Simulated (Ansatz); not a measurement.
```yaml
crystal:
  periodic: [false, false, false]
  atoms:
    - {symbol: C, position_ang: [0.134274, 1.087764, -0.641913]}
    - {symbol: Ga, position_ang: [0.244054, -0.249803, 0.773941]}
    - {symbol: F, position_ang: [1.067873, 0.210568, 2.264127]}
    - {symbol: Te, position_ang: [-0.591241, -2.612611, 0.921894]}
    - {symbol: H, position_ang: [-0.437181, 1.945268, -0.281200]}
    - {symbol: H, position_ang: [-0.345127, 0.683860, -1.532809]}
    - {symbol: H, position_ang: [1.140332, 1.429044, -0.892701]}
    - {symbol: H, position_ang: [-1.212985, -2.494089, -0.611349]}
basis:
  gaussian: {orbitals: def2-mTZVPP, fitting: {mean_field: cc-pVTZ-jkfit}}
hamiltonian: {xc: {name: PBE0}, dispersion: d3bjatm}
```

```sh
$ ansatz run in.yaml --threads 4 --pin off --events-out ev --progress --plain --max-ram 10444MiB
```

Task: How does Ansatz answer? (Best estimate.)

Result: The calculation gave: The input was rejected before any iteration.
```
Functional definition: PBE0
Error: <dir> the basis set cc-pVTZ-JKFIT has no functions for Te
```
